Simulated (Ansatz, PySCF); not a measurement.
Species: BaF₂, charge -1, multiplicity 2. 
Geometry from a B3LYP-D3(BJ)/def2-TZVP (Ansatz, a quantum-chemistry and plane-wave program) optimisation:
```xyz
3

Ba    -0.0396     0.1970     0.2297
F     -0.1368     0.8048    -1.9750
F      0.3829    -2.0304     0.5457
```
Charge -1, spin multiplicity 2.

Total electronic energies in hartree. Valence correlation only, unless marked. UHF or UKS for open shells. No spin-orbit coupling. Frozen are the shells of the preceding noble gas and the d and f shells that filled before the atom's block. The outer core of K, Ca and their heavier congeners is not correlated, a term that matters for these elements. In def2 rows, elements after Kr have scalar-relativistic effective core potentials. Basis-set limits of correlation are two-point, X^-3; Hartree-Fock from the larger set. [CCSD(T)-MP2]/basis is that difference in the basis named.

```tsv
level	program	energy (Eh)
HF-D4/def2-TZVPD	PySCF + dftd4	-224.24790
RI-HF/def2-TZVPP	Ansatz	-224.24018
RI-HF/def2-QZVPPD	Ansatz	-224.25677
SVWN5/def2-TZVPD	Ansatz	-224.12322
PBE-D3(BJ)/def2-TZVPD	Ansatz + dftd3	-225.28839
PBE0-D4/def2-TZVPD	Ansatz + dftd4	-225.25876
TPSSh-D3(BJ)/def2-TZVPD	PySCF + dftd3	-225.44289
r2SCANh/def2-TZVPD	Ansatz	___
CAM-B3LYP/def2-TZVPD	Ansatz	-225.37850
MP2/def2-TZVPPD	Ansatz	-224.80860
RI-MP2/def2-TZVPP	Ansatz	-224.79376
CCSD/CBS(def2-TZVPPD,def2-QZVPPD)	Ansatz	-224.8907
CCSD(T)/def2-QZVPPD	Ansatz	-224.87724
RI-MP2/CBS(def2-TZVPPD,def2-QZVPPD)+[CCSD(T)-MP2]/def2-SVPD	Ansatz	-224.9120
CCSD(T)/CBS(def2-TZVPPD,def2-QZVPPD)	Ansatz	-224.9126
```

Complete the blanks.


- r2SCANh/def2-TZVPD, energy (Eh): -225.35454
